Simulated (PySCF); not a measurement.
Species: C6H9F2N.
Structure used (PBE0-D3(BJ)/def2-SVP), in Å, numbered top down from 1:
```
atom  x, y, z in Å
C1     2.7056   -0.4276    0.1019
C2     1.4089   -0.3956    0.4162
C3     0.4454    0.6200   -0.0892
C4    -0.5228    1.3173    0.8962
N5    -1.5890    1.1974   -0.1004
C6    -0.8472    0.1826   -0.8354
C7    -1.2948   -1.2400   -0.5903
F8    -2.5256   -1.4188   -1.1289
F9    -1.4107   -1.4963    0.7395
H10    3.1494    0.3152   -0.5694
H11    3.3733   -1.1921    0.5077
H12    1.0036   -1.1533    1.0970
H13    0.9715    1.3665   -0.7017
H14   -0.6740    0.7201    1.8131
H15   -0.2672    2.3506    1.1838
H16   -2.5135    0.9287    0.2276
H17   -0.8317    0.3161   -1.9332
H18   -0.6079   -1.9868   -1.0272
```

Linear response at B3LYP/def2-SVPD (PySCF, frozen core in the response, non-relativistic).

Static isotropic polarisability: 81.45 au (12.07 Å³), principal values 69.8, 75.7, 98.9 au.

(1) What is the polarisability at 1064 nm and at the sodium D line?

(2) What is the isotropic C6 coefficient between two such molecules, C6 = (3/π)∫α(iω)² dω?

(3) Which effective excitation energy ω̄ makes London's formula C6 = (3/4)α²ω̄ exact here?

(4) What three-body coefficient follows from the one-pole estimate C9 = (3/4)·α·C6?

(5) How many electrons N does the Slater–Kirkwood formula C6 = (3/4)·√N·α^(3/2) need to give this C6?

(6) What molar refraction at the D line follows from R = (4π/3)·N_A·α′, with α′ the polarisability volume?

(7) What does −C6/R⁶ come to at R = 10 Å between centres?

(8) The lowest 6 singlets have (eV, f): 5.42, 0.002; 6.21, 0.010; 6.38, 0.002; 6.80, 0.008; 6.92, 0.019; 7.00, 0.277. What share of the static polarisability do they carry in the sum over states α = Σ f/ω²?

## Answers

(1) 82.13 au at 1064 nm (+0.8 %), 83.77 au at 589.3 nm (+2.9 %). The rise at 589.3 nm is 3.39 times that at 1064 nm; a pure ω² law gives 3.26. The lowest singlet lies at 229 nm, shorter than both wavelengths.

(2) 2908 au (Eh·bohr⁶) by a ten-point quadrature over imaginary frequencies, which is 1740 eV·Å⁶ or 168 J·nm⁶/mol.

(3) ω̄ = 4·C6/(3α²) = 0.585 Eh = 15.9 eV. A one-pole form α(ω) = α/(1 − ω²/ω̄²) fitted to the 1064 nm value gives 12.7 eV.

(4) 178000 au. This is an estimate from the two numbers above, not a computed integral.

(5) N = (4·C6/3)²/α³ = 27.8; the species has 70 electrons in all.

(6) α′ = 12.41 Å³ gives R = 31.31 cm³/mol, for isolated, non-vibrating species.

(7) -170 J/mol. This is the leading, orientation-averaged term; C8 and higher terms are left out.

(8) 4.90 au, 6.0 % of α; the largest term, 4.20 au, is that of the state at 7.00 eV. Their oscillator strengths add up to 0.32. Higher states carry the rest.

One conformer stands for the species.
